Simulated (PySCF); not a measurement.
CH₈NPSSi.
Atom-mapped SMILES: `[CH3:1][S:2][Si@@H:3]([NH2:4])[PH2:5]` (hydrogens: H6, H7, H8 on C1; H9 on Si3; H10, H11 on N4; H12, H13 on P5)

Method used: PBE0-D3(BJ)/def2-SVP geometry optimisation, gas phase in PySCF.

Problem. Give the optimised bond lengths and angles.

Solution. 
| bond | length (pm) | order |
| --- | --- | --- |
| C1–S2 | 182.4 | single |
| S2–Si3 | 213.8 | single |
| Si3–N4 | 172.7 | single |
| Si3–P5 | 226.5 | single |
| C1–H6, C1–H7, C1–H8 | 109.9 | single |
| Si3–H9 | 149.6 | single |
| N4–H10, N4–H11 | 101.3 | single |
| P5–H12, P5–H13 | 142.9 | single |

Bonds in one row agree within 1 pm and their mean is given. Orders are formal, as drawn. A selection of angles:
| angle | degrees |
| --- | --- |
| S2–C1–H6 | 107.3 |
| S2–C1–H7 | 110.1 |
| S2–C1–H8 | 111.0 |
| H6–C1–H7 | 109.4 |
| C1–S2–Si3 | 99.0 |
| S2–Si3–N4 | 110.6 |
| S2–Si3–P5 | 109.6 |
| S2–Si3–H9 | 102.9 |
| N4–Si3–P5 | 105.0 |
| N4–Si3–H9 | 115.7 |
| P5–Si3–H9 | 113.1 |
| Si3–N4–H10 | 121.5 |
| H10–N4–H11 | 112.0 |
| Si3–P5–H12 | 94.4 |
| H12–P5–H13 | 93.6 |

Dihedral angles: C1–S2–Si3–N4 -55° (synclinal).

P5 (three-coordinate phosphorus) is pyramidal (angles 94.4°, 93.6° and 92.6°, sum 280.5°, 0.87 Å off the plane of its three neighbours). Of the pairs four or more bonds apart, N4···H7 is among the closest relative to their van der Waals radii: 2.78 Å, 101 % of the sum of Bondi's values. Si3 (SiH silicon) is distorted tetrahedral (angles from 102.9° to 115.7°). N4 (silicon-bound nitrogen) has angles 121.5°, 121.0° and 112.0°, sum 354.4°, 0.16 Å off the plane of its three neighbours.

Point group: C1 (no symmetry element, even within 0.4 Å). No PBE0-D3(BJ)/def2-SVP frequencies stand behind this structure, so it isn't proved a minimum. One conformer, not necessarily the lowest (C1–S2–Si3–N4 -55°, S2–Si3–N4–H 143° and -66°, S2–Si3–P5–H 169° and 75°).
